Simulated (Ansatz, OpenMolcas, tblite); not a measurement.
**TlCl (SMILES [Cl][Tl]): methods side by side**

The species is TlCl (2 atoms), meant as a singlet with charge 0. SMILES: `[Cl][Tl]`. Geometry: the measured bond length.

```xyz
2

Cl    0.0000    0.0000    0.0000
Tl    0.0000    0.0000    2.4848
```

Quantity: the vertical ionisation energy (to the doublet cation), in eV. The values are calculated.

```tsv
level	kind	program	value (eV)	CPU time (all runs)
GFN2-xTB	semi-empirical	tblite	13.68	under 2 s
revPBE/def2-TZVPP (core potential)	GGA	Ansatz	9.61	19 s
TPSS/def2-TZVPP (core potential)	meta-GGA	OpenMolcas	9.64	49 s
BHLYP/def2-TZVPP (core potential)	global hybrid	OpenMolcas	9.62	32 s
CAM-B3LYP/def2-TZVPP (core potential)	range-separated hybrid	Ansatz	9.81	24 s
B2PLYP/def2-TZVPP (core potential)	double hybrid	Ansatz	9.73	36 s
PBE-QIDH/def2-TZVPP (core potential)	double hybrid	Ansatz	9.80	40 s
RPA@PBE0/def2-TZVPP (core potential)	RPA	Ansatz	9.72	31 s
MP2/def2-TZVPP (core potential)	perturbation theory	Ansatz	9.83	12 s
BCCD(T)/def2-TZVPP (core potential)	coupled cluster or CI	Ansatz	9.64	54 s
```

Spin-orbit coupling, which can split open shells on such heavy atoms by tenths of an eV, is left out. The values span 9.61 to 13.68 eV. The xTB values lack the empirical shift that such differences need. Times are those of the runs behind each value, whatever else they computed, on shared processors of several kinds: orders of magnitude only.
